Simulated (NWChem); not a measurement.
[SiH3][Be][Cl] (BeSiH₃Cl), optimised at PBE0/def2-SVP with NWChem:

highest occupied level (eV): -8.38
orbital gap (eV): 7.17
dipole (D): 0.25
highest harmonic frequency (cm⁻¹): 2215
zero-point energy (kcal/mol): 17.1

Question: One Cl atom is replaced by H, giving [BeH][SiH3] (BeSiH4), optimised at the same level. How do these values move?

Answer: 
| quantity | new value | change |
|---|---|---|
| highest occupied level (eV) | -7.92 | +0.46 |
| orbital gap (eV) | 6.51 | -0.66 |
| dipole (D) | 0.40 | +0.15 |
| highest harmonic frequency (cm⁻¹) | 2202 | -13 |
| zero-point energy (kcal/mol) | 19.9 | +2.8 |
